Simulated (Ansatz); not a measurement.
Steps of a relaxation of `[CH3][GeH2][Br]` with RKS PBE-D4/def2-SVP.

```sh
$ ansatz run in.yaml --threads 4 --pin off --events-out ev --progress --plain --max-ram 10444MiB
```

```yaml
crystal:
  periodic: [false, false, false]
  atoms:
    - {symbol: C, position_ang: [-0.587400, 0.733200, -0.338000]}
    - {symbol: Ge, position_ang: [0.451700, -0.752300, 0.155100]}
    - {symbol: Br, position_ang: [1.665500, -0.215100, 2.036500]}
    - {symbol: H, position_ang: [0.095200, 1.655500, -0.572200]}
    - {symbol: H, position_ang: [-1.319400, 1.027100, 0.466200]}
    - {symbol: H, position_ang: [-1.229000, 0.541300, -1.254000]}
    - {symbol: H, position_ang: [1.440200, -1.104100, -1.005000]}
    - {symbol: H, position_ang: [-0.424600, -1.942600, 0.455600]}
basis:
  gaussian: {orbitals: def2-SVP}
hamiltonian: {xc: pbe, dispersion: d4}
relax: {f_tol: 0.03, max_steps: 200}
```

Positions (Å) and forces (eV/Å) along the path, 4 of 4 steps:

```xyz
8
step=1 energy=-127647.0558 eV
C    -0.587    0.733   -0.338   -0.825    2.677   -0.852
Ge    0.452   -0.752    0.155    0.869   -0.679   -0.600
Br    1.665   -0.215    2.037    0.245    0.062    0.357
H     0.095    1.655   -0.572   -1.036   -1.306    0.370
H    -1.319    1.027    0.466    0.510   -0.085   -0.270
H    -1.229    0.541   -1.254    0.593   -0.021    0.487
H     1.440   -1.104   -1.005    0.001    0.000    0.233
H    -0.425   -1.943    0.456   -0.357   -0.647    0.276
8
step=2 energy=-127647.2119 eV
C    -0.614    0.777   -0.351   -0.390    0.966   -0.388
Ge    0.440   -0.765    0.115    0.436   -0.370    0.085
Br    1.679   -0.245    2.025    0.047    0.041    0.092
H     0.039    1.665   -0.572   -0.216   -0.451    0.117
H    -1.313    1.068    0.465    0.172   -0.145   -0.085
H    -1.224    0.571   -1.264    0.150   -0.009    0.185
H     1.494   -1.130   -0.972   -0.121    0.023    0.028
H    -0.410   -1.998    0.498   -0.078   -0.054   -0.033
8
step=3 energy=-127647.2313 eV
C    -0.621    0.789   -0.361   -0.119    0.083    0.002
Ge    0.454   -0.765    0.124    0.054   -0.100    0.067
Br    1.690   -0.231    2.049   -0.058   -0.023   -0.096
H     0.035    1.652   -0.568    0.088    0.074   -0.014
H    -1.303    1.057    0.467   -0.011   -0.022    0.016
H    -1.221    0.575   -1.268    0.002   -0.049    0.002
H     1.476   -1.134   -0.981    0.029    0.006    0.010
H    -0.417   -2.000    0.483    0.015    0.031    0.013
8
step=4 energy=-127647.2330 eV
C    -0.622    0.794   -0.360   -0.013   -0.008   -0.007
Ge    0.453   -0.769    0.121   -0.002    0.000    0.013
Br    1.684   -0.232    2.038    0.004   -0.002    0.004
H     0.038    1.657   -0.567    0.020    0.013   -0.002
H    -1.306    1.056    0.470   -0.003   -0.008    0.008
H    -1.220    0.571   -1.266   -0.010   -0.002   -0.007
H     1.484   -1.135   -0.978    0.001   -0.002   -0.004
H    -0.419   -1.999    0.487    0.003    0.010   -0.005
```

It took 4.2 s on 4 threads of an Arm Neoverse V2 on a shared host, with 0.16 GiB of host memory at the peak.
